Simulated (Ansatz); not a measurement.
Gas-phase reaction in SMILES: FC1CC(F)(F)C(F)(F)C1(F)F [1,1,2,2,3,3,4-heptafluorocyclopentane] + 12 [H][H] (H2) -> 5 C (CH4) + 7 F (HF)
Geometries: B3LYP-D3(BJ)/def2-TZVP minima from Ansatz (a quantum-chemistry and plane-wave program), one conformer each, not searched for the lowest.

Quantity: energy of full hydrogenation (electronic energy difference), in kcal/mol. Valence correlation only, unless marked. Spin-orbit coupling is left out. No relativistic terms. Basis-set limits of correlation are two-point, X^-3; Hartree-Fock from the larger set. [CCSD(T)-MP2]/basis is that difference in the basis named.

```tsv
level	program	energy of full hydrogenation (kcal/mol)	minus last row
PBE-D4/def2-TZVPD	Ansatz + dftd4	-219.5	18.5
PBE0-D3(BJ)/def2-TZVPD	Ansatz + dftd3	-232.4	5.6
r2SCANh-D4/def2-TZVPD	Ansatz + dftd4	-217.8	20.2
r2SCANh/def2-TZVPD	Ansatz	-219.8	18.2
wB97X/def2-TZVPD	Ansatz	-233.8	4.2
CCSD/STO-3G	Ansatz	-37.3	200.7
RI-MP2/CBS(cc-pVTZ,cc-pVQZ)+[CCSD(T)-MP2]/cc-pVTZ	Ansatz	-238.0	0.0
```
